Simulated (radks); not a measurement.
All-electron atom: Tl2+ in [Xe] 4f14 5d9.5 6s1 6p0.5 (fractional occupations, a model configuration). Method: non-relativistic Kohn-Sham, SCAN, spin-polarised, spherical densities, point nucleus; open shells are filled with parallel spins first (spin-orbit coupling, left out, can overturn this in heavy ions); meta-GGA in the generalised Kohn-Sham scheme; relativity is left out, which matters for an element this heavy; computed with a radial shooting solver on a logarithmic mesh with Libxc functionals.

Local quantities along the radius. ELF = 1/(1 + alpha^2) is the electron localisation function; alpha = (tau - tau_W)/tau_unif compares the Pauli kinetic energy density with that of the uniform gas (summed over spins); 4 pi r^2 rho is in e/bohr.

r (bohr)	ELF	alpha	4 pi r^2 rho
0.001336	0.999	0.02606	6.897
0.001555	0.999	0.02734	9.021
0.001811	0.999	0.02890	11.73
0.002108	0.999	0.03084	15.15
0.002454	0.999	0.03327	19.42
0.002857	0.999	0.03633	24.66
0.003352	0.998	0.04051	31.34
0.003903	0.998	0.04571	38.87
0.004543	0.997	0.05262	47.51
0.005289	0.996	0.06198	57.12
0.006158	0.994	0.07498	67.36
0.007168	0.991	0.09351	77.71
0.008345	0.986	0.1206	87.44
0.009793	0.974	0.1643	96.03
0.0114	0.950	0.2294	101.7
0.01327	0.901	0.3322	104.3
0.01545	0.804	0.4941	103.8
0.01799	0.648	0.7365	100.9
0.02094	0.474	1.052	97.44
0.02438	0.359	1.337	95.82
0.02861	0.333	1.415	98.86
0.0333	0.399	1.228	107.6
0.03877	0.527	0.9478	121.0
0.04514	0.651	0.7315	135.3
0.05255	0.713	0.6348	145.1
0.06117	0.696	0.6614	146.0
0.07121	0.594	0.8266	138.1
0.08357	0.442	1.124	126.6
0.09729	0.374	1.294	121.1
0.1133	0.436	1.138	125.4
0.1319	0.583	0.8457	134.8
0.1535	0.685	0.6775	137.5
0.1787	0.666	0.7082	125.2
0.208	0.491	1.018	102.3
0.2441	0.309	1.494	83.64
0.2842	0.353	1.353	82.02
0.3309	0.564	0.8799	90.72
0.3852	0.709	0.6405	94.00
0.4484	0.716	0.6299	81.89
0.522	0.589	0.8361	59.32
0.6077	0.366	1.317	38.82
0.7131	0.273	1.633	27.27
0.8302	0.423	1.169	23.90
0.9665	0.653	0.7294	22.27
1.125	0.719	0.6246	18.83
1.31	0.661	0.7157	13.75
1.525	0.508	0.9847	8.819
1.775	0.362	1.328	5.223
2.083	0.273	1.633	2.900
2.425	0.279	1.606	1.658
2.823	0.331	1.421	0.9364
3.287	0.383	1.269	0.4983
3.826	0.363	1.325	0.2341
4.455	0.216	1.904	0.09071
5.186	0.059	3.991	0.02755
6.086	0.008	10.81	0.005841
7.085	0.001	34.23	0.0009725
8.248	0.000	133.9	0.0001136

On this mesh the ELF has minima near r = 0.029, 0.097, 0.24, 0.71, 2.1 bohr, which separate the shells, and maxima near 0.053 (0.71), 0.15 (0.69), 0.45 (0.72), 1.1 (0.72), 3.3 (0.38).
